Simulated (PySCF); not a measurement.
A GIAO shielding run with PySCF (density fitting, non-relativistic, gas phase) on `InChI=1S/C4H10OSSi/c1-3-5-7(6)4-2/h4,6-7H,2-3H2,1H3/t7-/m1/s1`:

```
$ OMP_NUM_THREADS=1 python probes_run.py task.json out

{"job": {"kind": "nmr", "xc": "PBE0", "basis": "pcSseg-1"}, "charge": 0, "multiplicity": 1}
C     -3.395738    -0.440200     0.363016
C     -2.096509    -0.681992     0.308183
Si    -0.827773     0.564015    -0.282669
S     -0.790860     2.353329     0.942852
O      0.554465    -0.255643    -0.112646
C      1.883287     0.187126    -0.215868
C      2.789559    -0.742536     0.574678
H     -3.805930     0.514063     0.075332
H     -4.108932    -1.176549     0.700157
H     -1.729610    -1.655348     0.607906
H     -1.040957     1.125973    -1.610210
H     -0.594269     1.727430     2.094358
H      2.167630     0.191392    -1.274363
H      1.961069     1.212717     0.163806
H      2.514881    -0.726119     1.626198
H      2.689182    -1.759873     0.205933
H      3.823508    -0.425756     0.472890
```

Hardware: 1 thread of an Intel Xeon, shared host. The job also computes population analyses, field gradients.

**Question.** How large is the calculation?

**Answer.** 72 electrons, 183 basis functions and 995 auxiliary functions.

**Question.** How long does it take, and how much memory does it need?

**Answer.** 2.9 min of wall time, with 13 SCF cycles and 5 response iterations; peak memory 0.88 GiB. Times on a shared host scatter by some tens of per cent.
